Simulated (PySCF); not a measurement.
Structure from 2D NMR

Compound of formula C₄H₁₂BOPSi. Correlations simulated from computed shifts and the bond graph:

HSQC (one-bond C–H):
```
  δH    δC
3.90  61.2
1.33  21.9
```

HMBC (two and three bonds, from the bond graph):
```
  δH                 δC
4.40        167.6, 81.5
3.90              167.6
1.33        167.6, 81.5
1.22  167.6, 81.5, 21.9
```

Carbons without hydrogens: δ 167.6, 81.5.

Method: structure optimised with PBE0-D3(BJ)/def2-SVP, KT2/pcSseg-1 with gauge-including orbitals, in PySCF 2.14.0 with density-fitted response routines (relativity neglected, one averaged value for each set of equivalent atoms, a single conformation, isolated molecule).

Shifts are taken against calculated references (same method and geometry level): TMS for $^{1}$H, $^{13}$C.

Exchangeable hydrogens are left out of these lists.

Task: Which molecule is this?

Result: `C1(OC)=C([SiH3])[P@+]1([BH3-])C`.

Atoms are numbered as in `[BH3-:1][P@+:2]1([CH3:3])[C:4]([SiH3:5])=[C:6]1[O:7][CH3:8]`. Hydrogens are named by the atom that carries them.

1. δC 167.6 is C6, an alkene carbon bearing oxygen.
2. δC 81.5 is C4, a β carbon of an enol-ether or enamine type C=C.
3. δC 61.2 is C8, a methyl carbon bonded to O (δH 3.90).
4. δC 21.9 is C3, a methyl carbon bonded to P (δH 1.33).
5. HMBC from δH 4.40 reaches the proton-free carbons C6, C4.
6. HMBC from δH 3.90 reaches the proton-free carbon C6.
7. HMBC from δH 1.33 reaches the proton-free carbons C6, C4.
8. HMBC from δH 1.22 reaches the proton-free carbons C6, C4.

The shifts were computed for this structure.

Hydrogens on boron are broadened and split by $^{11}$B (spin 3/2, 80 %) and 10B (spin 3). Shifts are as computed. Against solution values, carbons near 30 ppm lie about +2 ppm off and those near 130 ppm about -5 ppm. Of 1211 compounds with measured shifts, 218 miss one by over three times the rms of a fit or turn the order of signals round; such compounds aren't used in these exercises.
